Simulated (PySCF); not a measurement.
A survey of ²⁹Si NMR shifts

PySCF 2.14.0 with density-fitted response routines calculation with σ from GIAO-PBE0/pcSseg-1 and geometry: GFN2-xTB; single conformer, equivalent nuclei averaged, gas phase, relativity neglected.

Shieldings were converted by a linear fit to measured shifts: ²⁹Si: δ = 279.94 − 0.822σ (rms 8.9 ppm, 72 shifts, 25.8 ppm with the 6 outliers that the fit left out vs TMS, solution or neat liquid). Occasional misses reach two or three times the rms, and more in compound classes unlike the fitted ones.

Problem. Give the ²⁹Si shifts of `C=CCC(=O)[Si@@H](N)[SiH3]`, `FC(F)O[C@@H]([SiH3])[C@H](F)[SiH3]`, `C[C@@H](O)/C=N/[SiH3]`, `C#C/C=C1/[SiH2]C(=C)C[C@@H]1Cl`.

Solution. 
```tsv
compound	environment	δ (ppm)
[CH2:1]=[CH:2][CH2:3][C:4](=[O:5])[Si@@H:6]([NH2:7])[SiH3:8]	Si6: silicon bonded to C, N, Si, H	-50.8
[CH2:1]=[CH:2][CH2:3][C:4](=[O:5])[Si@@H:6]([NH2:7])[SiH3:8]	Si8: silicon bonded to Si, 3 H	-99.7
[F:1][CH:2]([F:3])[O:4][C@@H:5]([SiH3:6])[C@H:7]([F:8])[SiH3:9]	Si6: silicon bonded to C, 3 H	-63.1
[F:1][CH:2]([F:3])[O:4][C@@H:5]([SiH3:6])[C@H:7]([F:8])[SiH3:9]	Si9: silicon bonded to C, 3 H	-70.0
C[C@@H](O)/C=N/[SiH3]	silicon bonded to N, 3 H	-53.0
C#C/C=C1/[SiH2]C(=C)C[C@@H]1Cl	silicon bonded to 2 C, 2 H, in a 5-membered ring	-52.0
```

Problem. Match the shifts -23.2, -53.1, -80.2, -109.3 ppm to `Clc1ccc([SiH]2CC2)cc1`, `C#C/C=C1/C(=C)C[C@H]1[SiH2]Cl`, `C#C/C=C/C(Cl)=C/[SiH2]C=C`, `CC#C[C@@H]1C[Si@@H]1N(C)C`.

Solution. -23.2: C#C/C=C1/C(=C)C[C@H]1[SiH2]Cl (silicon bonded to C, Cl, 2 H); -53.1: C#C/C=C/C(Cl)=C/[SiH2]C=C (silicon bonded to 2 C, 2 H); -80.2: CC#C[C@@H]1C[Si@@H]1N(C)C (silicon bonded to 2 C, N, H, in a 3-membered ring); -109.3: Clc1ccc([SiH]2CC2)cc1 (silicon bonded to 3 C, H, in a 3-membered ring).
